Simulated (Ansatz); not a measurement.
Harmonic frequencies (cm⁻¹) at PBE0-D4/def2-TZVP from Ansatz: 48, 111, 125, 277, 323, 389, 422, 434, 477, 596, 694, 702, 760, 779, 832, 854, 903, 954, 973, 980, 1575, 1582, 2155, 2156, 2205, 2205, 3586, 3586, 3680, 3681.

Each molecule was computed in one conformer, which needn't be the lowest.

Which molecule is it?
A. `C[SiH2]O[SiH2]F`
B. `N[SiH2][SiH2]N`
C. `NN([SiH3])[SiH3]`
D. `C[SiH2]O[SiH2]Cl`

B.
